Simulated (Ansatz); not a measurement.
Program: Ansatz. Geometries: PBE0-D4/def2-TZVP. ΔE: electronic, gas phase. CCSD(T)/CBS adds triple-zeta CCSD(T) − MP2 to the extrapolated MP2 energy (def2 sets, frozen cores). Functionals use def2-TZVPP. B3LYP here is the variant with VWN-RPA as its local correlation; programs differ in this. For Ga, Zn outer-core shells are correlated without core-valence functions, which leaves a few kJ/mol of doubt a bond. Scalar relativity is left out up to krypton.

Reaction (formal exchange of groups at a Zn–C bond): `F[CH2][ZnH]` + `C[S][GaH2]` → `[ZnH][S][GaH2]` + `CCF`

CCSD(T)/CBS gives -43.7 kcal/mol.

Q: Another level gave -39.9 kcal/mol. Which?
A. PBE/def2-TZVPP
B. B3LYP/def2-TZVPP
C. PBE0-D4/def2-TZVPP
D. r2SCANh-D4/def2-TZVPP

A: A. PBE -39.9, B3LYP -41.1, PBE0-D4 -42.8, r2SCANh-D4 -43.9 kcal/mol.

Largest T1 diagnostic among the species: 0.015.

From PBE to PBE0 (25 % exact exchange), in def2-TZVPP and without D4, ΔE moves by −3.0 kcal/mol. Leaving LDA and LC-ωPBE aside and taking each functional with its dispersion term where it has one, the values, not all of them listed here, spread over 6.8 kcal/mol, from r2SCAN0-D4 to BLYP-D4. LDA lies −1.4 kcal/mol from PBE without D4. In def2-TZVPP, CCSD(T) changes the Hartree–Fock value by +5.3 kcal/mol (the triples alone add +0.5 kcal/mol) and MP2 by +4.6 kcal/mol.
